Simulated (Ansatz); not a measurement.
Two structures of GeSiH₆Cl, doublet, reached by relaxing down either side of one saddle point (PBE0-D4/def2-TZVP). Energies are electronic, without zero-point energy. Computed with Ansatz 0.2.0 (basis: def2-TZVPP and def2-QZVPP); correlated methods freeze the cores; orbitals are unrestricted. Filled d shells of the heavier atoms are correlated. The def2 sets are not built for correlating such inner shells, so the correlated values are less sure here. Extrapolation: Hartree–Fock as exp(−7.88 √X), correlation as X^−2.97. First:

```xyz
9
angstrom
H -0.6866 -0.8489 1.2881
Si -1.7279 -1.1857 0.2905
Cl -1.2283 -0.2906 -1.4917
Ge 1.9220 1.2148 -0.0075
H -3.0473 -0.6677 0.7184
H -1.7904 -2.6493 0.0755
H 2.3675 0.3208 -1.1771
H 3.1347 1.7179 0.7992
H 1.0563 2.3887 -0.4955
```

Second:

H1  (0.942, 0.245, 1.069)
Si2  (-1.949, -1.334, 0.325)
Cl3  (-1.453, -0.439, -1.458)
Ge4  (1.732, 1.078, 0.048)
H5  (-3.270, -0.809, 0.761)
H6  (-1.993, -2.806, 0.115)
H7  (2.149, 0.186, -1.127)
H8  (2.986, 1.649, 0.726)
H9  (0.856, 2.230, -0.459)
(Å)

Task: Which bonds change from the first to the second?

Result: SiH₃Cl ([SiH3][Cl]) + GeH₃ → SiH₂Cl ([SiH2][Cl]) + GeH₄; bonds formed: H1–Ge4; bonds broken: H1–Si2.

Task: Give the saddle point's structure and its height above each. (An estimate is asked for; the value comes from the calculation.)

Result: The calculation gives: 53.7 kJ/mol above the first and 28.8 kJ/mol above the second (CCSD(T) at an estimated basis limit (MP2 extrapolated from triple and quadruple zeta, plus CCSD(T) − MP2 in triple zeta)).
```csv
atom,x (Å),y (Å),z (Å)
H1,0.1096,-0.0368,0.3258
Si2,-1.4648,-0.9980,0.2227
Cl3,-1.9111,-0.6366,-1.7547
Ge4,1.4957,0.9437,0.0051
H5,-2.5816,-0.4726,1.0526
H6,-1.3188,-2.4674,0.4036
H7,2.3191,0.2798,-1.1099
H8,2.3321,1.0511,1.2917
H9,1.0198,2.3368,-0.4369
```

T1 diagnostic: at most 0.013. ⟨S²⟩ of the unrestricted Hartree–Fock references: 0.75 to 0.78 (a pure state has 0.75). The start structure is not quite a true minimum (one mode of 45i cm⁻¹). The end structure is not quite a true minimum (one mode of 45i cm⁻¹).

Radical steps of this kind take place in plasma deposition and etching.

Labels in which every atom is bracketed show which atoms are joined, not bond orders.

For scale, one of the runs: CCSD(T)/def2-TZVPP, 216 basis functions, launched by `ansatz run in.yaml --threads 8 --pin off --events-out ev --progress --plain --max-ram 19148MiB`. Hardware: 8 CPU threads of an Intel Xeon, shared host. Wall time 3.1 min; peak host memory 7.9 GiB.
